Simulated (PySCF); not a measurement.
C₃H₉FSi.

```xyz
14

C     -1.5494     0.8946    -0.5282
Si     0.0000     0.0000     0.0226
C      1.5494     0.8946    -0.5282
C      0.0000    -1.7891    -0.5282
F      0.0000     0.0000     1.6672
H     -1.6122     0.9308    -1.6286
H     -2.4537     0.3875    -0.1547
H     -1.5625     1.9312    -0.1547
H      2.4537     0.3875    -0.1547
H      1.6122     0.9308    -1.6286
H      1.5625     1.9312    -0.1547
H      0.0000    -1.8616    -1.6286
H     -0.8912    -2.3188    -0.1547
H      0.8912    -2.3188    -0.1547
```

The structure is a stationary point at B3LYP-D3(BJ)/def2-SVP.

Method: PBE/pcSseg-1 (PySCF). Non-relativistic, no solvent.

### Question
Give the absolute GIAO shielding of each atom: isotropic value and principal components (ppm). (An estimate is asked for; the answer gives what the named calculation found.)

### Answer

```tsv
atom	σ(iso)	σ11	σ22	σ33	span
C1	179.4	171.1	178.6	188.5	17.4
Si2	290.2	270.3	270.3	330.2	60.0
C3	179.4	171.1	178.6	188.5	17.4
C4	179.4	171.1	178.6	188.5	17.4
F5	343.6	339.8	339.8	351.2	11.5
H6	31.3	27.8	29.0	37.3	9.5
H7	30.9	26.9	28.5	37.2	10.3
H8	30.9	26.9	28.5	37.2	10.3
H9	30.9	26.9	28.5	37.2	10.3
H10	31.3	27.8	29.0	37.3	9.5
H11	30.9	26.9	28.5	37.2	10.3
H12	31.3	27.8	29.0	37.3	9.5
H13	30.9	26.9	28.5	37.2	10.3
H14	30.9	26.9	28.5	37.2	10.3
```
